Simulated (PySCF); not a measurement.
# Computed structure and properties of [PbO(OH)]+

System: [PbO(OH)]+ (singlet); start: template (C1). Method: PySCF 2.14.0, RKS PBE0, Pb def2-SVP with ECP60, O def2-SVP, H def2-SVP; non-relativistic Hamiltonian with scalar-relativistic core potentials where named; density fitting; no spin-orbit coupling.

Input of the relaxation:

```python
mol = gto.M(atom='''
Pb     0.02982    -0.00038    -0.09928
O      1.50232    -0.00038     0.55972
O     -1.72118    -0.00038     0.68432
H     -2.68078     0.09022     0.74342''',
    basis={'Pb': 'def2-SVP', 'O': 'def2-SVP', 'H': 'def2-SVP'},
    ecp={'Pb': 'def2-SVP'},
    charge=1, spin=0)
mf = dft.RKS(mol, xc='PBE0')
mf.grids.atom_grid = (50, 194)
mf = mf.density_fit()  # fitting sets: Pb def2-universal-JKFIT, O def2-universal-JKFIT, H def2-universal-JKFIT
mf.conv_tol = 1e-08; mf.max_cycle = 55
mf.kernel(dm0)  # dm0: converged density of the start geometry
# quasi-Newton relaxation in Cartesian coordinates to a largest gradient under 0.00045 Eh/bohr, steps kept in the point group
```

Run from Python with OMP_NUM_THREADS=2; the lines above give its settings. Where DIIS fails, smearing, a level shift and second-order steps follow.
It took 27 s on 2 threads of Arm Neoverse N1 (shared host), from the converged density of the start.

Course of the relaxation:

| step | energy above end (eV) | largest force component within the symmetry (eV/Å) |
| --- | --- | --- |
| 0 | 3.0755 | 17.671 |
| 1 | 0.8330 | 2.494 |
| 2 | 0.5612 | 0.912 |
| 3 | 0.4506 | 2.512 |
| 4 | 0.3405 | 2.044 |
| 5 | 0.2397 | 2.488 |
| 6 | 0.1157 | 1.059 |
| 7 | 0.0554 | 0.836 |
| 10 | 0.0011 | 0.097 |
| 11 | 0.0010 | 0.183 |
| 12 | 0.0002 | 0.064 |
| 13 | 0.0001 | 0.042 |
| 14 | 0.0000 | 0.015 |
| 15 | 0.0000 | 0.004 |
(The steps between are left out.)

Relaxed geometry (Cs):

```xyz
4

Pb   -0.0665    0.0110    0.4401
O     1.8063   -0.0032    0.1699
O    -1.9911   -0.0161    1.0104
H    -2.6185    0.0974    0.2678
```

```csv
contact,Å
Pb1–O2 (O),1.892
Pb1–O3 (OH),2.007
```

On the finer grid (75, 302):

- HOMO: -15.00 eV
- LUMO: -10.52 eV
- Dipole about the centre of mass: 3.89 D
- Set of Mulliken populations of Pb1 outside the core potential: s 3.53, p 6.96, d 10.16
- D3(BJ) dispersion energy (not in the energies): -0.048 eV

```json
{"atom": "Pb1", "Mulliken (e)": "1.36", "Löwdin (e)": "1.21", "spin (e)": "0.00"}
{"atom": "O2", "Mulliken (e)": "-0.30", "Löwdin (e)": "-0.21", "spin (e)": "0.00"}
{"atom": "O3", "Mulliken (e)": "-0.33", "Löwdin (e)": "-0.13", "spin (e)": "0.00"}
{"atom": "H4", "Mulliken (e)": "0.27", "Löwdin (e)": "0.14", "spin (e)": "0.00"}
```

A rough frequency check found all modes real, so this is a minimum.

Rigid scan of O along the line from its metal:

```csv
distance to O2 (Å),energy (eV)
1.59,2.326
1.69,0.845
1.79,0.174
1.89,0.000
1.99,0.118
2.09,0.393
2.19,0.737
2.34,1.265
```

Taking off one OH (charge -1, singlet; the rest: singlet) in vacuum, both parts rigid, costs 20.84 eV; the small basis without counterpoise inflates it. Most of it is the attraction of opposite charges; other ways to part are cheaper, and one spin state was tried for the rest.

Rigid scan of OH along the line from its metal:

| distance to O3 (Å) | energy (eV) |
| --- | --- |
| 1.71 | 1.662 |
| 1.81 | 0.615 |
| 1.91 | 0.129 |
| 2.01 | 0.000 |
| 2.11 | 0.091 |
| 2.21 | 0.310 |
| 2.41 | 0.912 |
| 2.71 | 1.826 |
| 3.11 | 2.741 |
| 3.61 | 3.428 |

One start shape was tried, so this needn't be the lowest isomer.
